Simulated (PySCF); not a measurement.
**How methods differ on the excitation energy of Tl**

Tl [Xe] 4f14 5d10 6s2 6p1 (2P) → Tl [Xe] 4f14 5d10 6s2 6d1 (2D), as a difference of total energies. Computed with PySCF 2.14 in aug-cc-pVTZ-PP with ECP60MDF (6s5p4d2f, 55 functions), with a scalar-relativistic core potential. Correlated levels: valence: 5s2 5p6 5d10 frozen. The calculations carry no spin-orbit coupling.

```
           method  excitation energy (eV)
              UHF                   3.821
    MP2 (valence)                   3.881
SCS-MP2 (valence)                   3.879
   CCSD (valence)                   3.871
CCSD(T) (valence)                   3.869
  CCSDT (valence)                   3.866
```

How much does correlation contribute at CCSD(T) (valence)?

3.869 − (3.821) = 0.048 eV, measured against UHF.

Errors of the correlated levels include the incompleteness of this basis and the frozen core.

For comparison: 3.840 eV (measured; NIST levels, between the centres of gravity of the two terms).
